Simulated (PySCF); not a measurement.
Task: Give a PBE0-D3(BJ)/def2-SVP geometry of [TcO4]- (`[O]=[Tc-](=[O])(=[O])=[O]`). (Charge -1 and singlet state.)

Result: 
```xyz
5
TcO4 angstrom
Tc     0.0144   -0.0220   -0.0124
O      0.0285   -0.0416    1.6862
O      1.6112   -0.0408   -0.5902
O     -0.7681    1.3842   -0.5570
O     -0.8112   -1.3903   -0.5887
```

Any rigid rotation of these coordinates is as good. Atoms count from 1 in this order. Tc1 (technetium bonded to 4 O) is tetrahedral (angles from 109.4° to 109.5°). All 4 O–Tc bonds measure 1.698 to 1.699 Å.

Bonds between heavy atoms (Å): Tc1–O2 1.699, Tc1–O3 1.698, Tc1–O4 1.699, Tc1–O5 1.699.

Method used: PBE0-D3(BJ)/def2-SVP geometry optimisation, gas phase, def2 core potentials past Kr (PySCF).

Point group: Td (tolerance 0.08 Å). No frequency check. The geometry's basis has no diffuse functions, a weakness for an anion.

On one thread of an Arm Neoverse V2, no GPU, shared host, this took 17 s of wall time and 0.34 GiB of memory at its peak. These figures are those of the optimisation.
